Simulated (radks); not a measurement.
Valence configurations of the osmium ion Os2+ (all share [Xe]). Calculated with a radial shooting solver on a logarithmic mesh with Libxc functionals: scalar-relativistic Kohn-Sham, LDA (Slater exchange, Perdew-Wang correlation), spin-polarised, spherical densities, point nucleus; open shells are filled with parallel spins first (spin-orbit coupling, left out, can overturn this in heavy ions). Energies are relative to 4f14 5d6; eigenvalues in eV for spin up.

| valence | E (eV) | moment (Bohr magnetons) | e(4f) | e(5d) | e(6p) | e(6s) |
|---|---|---|---|---|---|---|
| 4f14 5d5.5 6s0.5 | -0.057 | 5 | -71.213 | -25.482 | - | -22.630 |
| 4f14 5d6 | 0.000 | 4 | -69.575 | -24.187 | - | - |
| 4f14 5d5.5 6p0.5 | 3.777 | 5 | -71.979 | -26.129 | -15.434 | - |
| 4f14 5d5 6p1 | 7.748 | 6 | -74.408 | -28.066 | -16.362 | - |
| 4f14 5d4 6p2 | 20.419 | 6 | -79.503 | -31.605 | -17.946 | - |
| 4f13.5 5d6 6s0.5 | 25.074 | 5 | -76.702 | -26.185 | - | -22.785 |
| 4f13 5d7 | 51.479 | 4 | -80.557 | -25.497 | - | - |
| 4f13 5d6 6s1 | 53.007 | 6 | -84.062 | -28.260 | - | -23.727 |
| 4f13 5d6 6p1 | 61.060 | 6 | -85.585 | -29.560 | -16.556 | - |
| 4f12 5d6 6s1 6p1 | 126.55 | 8 | -100.97 | -33.946 | -17.761 | -26.489 |

NIST lists [Xe] 4f14 5d6 as the ground configuration; this level of theory puts 4f14 5d5.5 6s0.5 lower, by 0.057 eV. The energies are those of spherical high-spin densities, not of single terms.
